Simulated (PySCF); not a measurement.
Nb(OH)4 (H₄NbO₄), SMILES [OH][Nb]([OH])([OH])[OH] (connectivity only; charge and spin as stated), neutral, multiplicity 2.

The structure is a stationary point at B3LYP-D3(BJ)/def2-SVP. The spin state was assumed, not searched. The def2 effective core potentials stand for the cores of Nb; spin–orbit coupling is left out. The values are those of a single conformer.

These are TDA-PBE/def2-SVPD (PySCF) values and carry that method's errors.

Vertical excitations. Isolated molecule, no solvent.

**Question.** List the lowest excited states. (The exact figures need the calculation; the answer reports its results.)

**Answer.** 
```tsv
state	energy (eV)	λ (nm)	f	main pairs
root 1	1.72	722	0.000	α HOMO→LUMO 100 %
root 2	2.21	560	0.001	α HOMO→LUMO+1 99 %
root 3	2.27	546	0.000	α HOMO→LUMO+2 100 %
root 4	2.64	470	0.000	α HOMO→LUMO+3 99 %
root 5	3.14	395	0.000	α HOMO→LUMO+4 97 %
root 6	3.28	378	0.056	α HOMO→LUMO+5 96 %
root 7	3.44	360	0.007	α HOMO→LUMO+6 100 %
root 8	3.87	320	0.006	α HOMO→LUMO+7 100 %
root 9	4.84	256	0.023	α HOMO→LUMO+8 100 %
root 10	5.09	244	0.004	β HOMO→LUMO 99 %
```
Unrestricted roots are not spin-pure.
